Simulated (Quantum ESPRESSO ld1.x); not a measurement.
Input file for ld1.x (Quantum ESPRESSO 7.5):

```
 &input
    zed=7.4,
    iswitch=1,
    rel=2,
    dft='RXC-VWN',
    config='[He] 2s2 2p3',
    rel_dist='average',
    lsmall=.true.,
    prefix='ld1',
    max_out_wfc=37,
    file_charge='ld1.rho',
 /
```

Command: `OMP_NUM_THREADS=1 ld1.x < ld1.in > ld1.out`

Output (excerpt):

```
     Program LD1 v.7.5 starts

     --------------------------- All-electron run ----------------------------

     dirac relativistic calculation

     atomic number is  7.40
     dft =RXC-VWN   lsd =0 sic =0 latt =0  beta=0.20 tr2=1.0E-14
     Exchange-correlation= RXC-VWN
                           (   3   2   0   0   0   0   0)
     mesh =1827 r(mesh) = 100.13507 a.u. xmin = -8.00 dx = 0.00800
     1 Ry =  13.60569312 eV, c = 137.03599908

     n l j   nl                  e(Ry)          e(Ha)          e(eV)
     Spin orbit split results
     1 0 0.5 1S 1( 2.00)       -32.1255       -16.0627      -437.0891
     2 0 0.5 2S 1( 2.00)        -1.9041        -0.9520       -25.9060
     2 1 0.5 2P 1( 1.00)        -0.9786        -0.4893       -13.3149
     2 1 1.5 2P 1( 2.00)        -0.9766        -0.4883       -13.2873
     Averaged results
     1 0     1S 1( 2.00)       -32.1255       -16.0627      -437.0891
     2 0     2S 1( 2.00)        -1.9041        -0.9520       -25.9060
     2 1     2P 1( 3.00)        -0.9773        -0.4886       -13.2965

     final scf error:  4.3E-15 reached in  18 iterations

     Etot =    -123.184771 Ry,     -61.592386 Ha,   -1676.014198 eV

     Ekin =     122.669372 Ry,      61.334686 Ha,    1669.001834 eV
     Encl =    -289.019207 Ry,    -144.509603 Ha,   -3932.306632 eV
     Eh   =      56.370779 Ry,      28.185389 Ha,     766.963517 eV
     Exc  =     -13.205716 Ry,      -6.602858 Ha,    -179.672917 eV

     normalization and overlap integrals

     s(1S/1S) =  1.000000  <r> =   0.2180  <r2> =    0.0643  r(max) =   0.1407
     s(2S/2S) =  1.000000  <r> =   1.2234  <r2> =    1.8108  r(max) =   0.9441
     s(2P/2P) =  1.000000  <r> =   1.3000  <r2> =    2.1963  r(max) =   0.8786
     s(2P/2P) =  1.000000  <r> =   1.3016  <r2> =    2.2015  r(max) =   0.8786

     ------------------------ End of All-electron run ------------------------
```

Run on one thread of a shared host, so times are rough (Intel(R) Xeon(R) Processor @ 2.60GHz): 0.49 s of CPU time, 1.2 s wall, 18 iterations on 1827 mesh points.
